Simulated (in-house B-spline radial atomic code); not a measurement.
Results of a calculation; reference values are marked as such.
# Correlation energy from the adiabatic connection: −V exp(−r²/w²), V = 4.57, w = 2.64

Two electrons in a singlet, external potential −V exp(−r²/w²), V = 4.57, w = 2.64 (atomic units). Full CI in B-splines (partial waves to l = 8, correlation up to 0.6 % small) with the density held fixed gives W(λ) = <V_ee>_λ − U, and E_c is the integral of W(λ) − W(0) from 0 to 1.

```csv
λ,W(λ) − W(0) (hartree)
0,0.00000
0.02,-0.00195
0.05,-0.00483
0.12,-0.01133
0.25,-0.02268
0.4,-0.03467
0.6,-0.04906
0.8,-0.06186
1,-0.07330
```

Problem. Integrate the table by the trapezoid rule.

Solution. The strips give -0.00002, -0.00010, -0.00057, -0.00221, -0.00430, -0.00837, -0.01109, -0.01352, which sum to -0.04018 hartree. The direct value, W(1) − W(0) + T_c with T_c = 0.03302, is -0.04028; the curve is convex, so chords lie above it and the trapezoids fall short in size by 0.25 %.

Problem. Now use only three numbers: W(0) = -0.72603, the initial slope W'(0) = -0.09813 (extrapolated from the first points) and the strong-coupling limit of the point-charge-plus-continuum model, W∞ = -1.0006. What do second-order theory and the interpolation W(λ) = W∞ + (W(0) − W∞)/√(1 + 2χλ) of Seidl, Perdew and Levy give?

Solution. Second order keeps the slope alone: E_c = W'(0)/2 = -0.04906, +22 % in size against -0.04028. Matching the slope fixes χ = W'(0)/(W∞ − W(0)) = -0.09813/(-0.27457) = 0.35740. Integrating, with s = √(1 + 2χ) = 1.309500, E_c = −(W(0) − W∞)(s − 1)/(s + 1) = −0.27457 × 0.309500/2.309500 = -0.03680 hartree, -8.7 % in size against the full result. At λ = 1 the formula gives W − W(0) = -0.06489 against -0.07330. Part of the miss can come from the model's W∞.
